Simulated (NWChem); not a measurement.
## Basis-set convergence for H$_{3}$NOSn

```xyz
6

Sn    -0.0217    -0.3857     0.0000
O     -1.5371     0.9702     0.0000
H     -1.2188     1.8940     0.0000
N      1.5220     0.9862     0.0000
H      1.4327     2.0079     0.0000
H      2.5114     0.7185     0.0000
```
Charge 0, spin multiplicity 1.

Everything below was run with NWChem. The geometry was optimised at PBE/def2-SVP with def2 effective core potentials on Sn, a minimum by its harmonic frequencies. It is one conformer; others weren't searched.

Quantity: LUMO energy at the level PBE0.

Effective core potentials replace the inner electrons of Sn; spin-orbit coupling is left out. The structure started from a generated list of species.

| basis | functions | LUMO energy (eV) |
|---|---|---|
| def2-SVP | 69 | ? |
| def2-SVPD | 99 | ? |
| def2-TZVP | 130 | -1.66 |
| def2-TZVPP | 154 | -1.67 |
| def2-TZVPD | 160 | ? |

Problem. Complete the blanks.

Solution. 
- def2-SVP, LUMO energy (eV): -1.43
- def2-SVPD, LUMO energy (eV): -1.74
- def2-TZVPD, LUMO energy (eV): -1.76
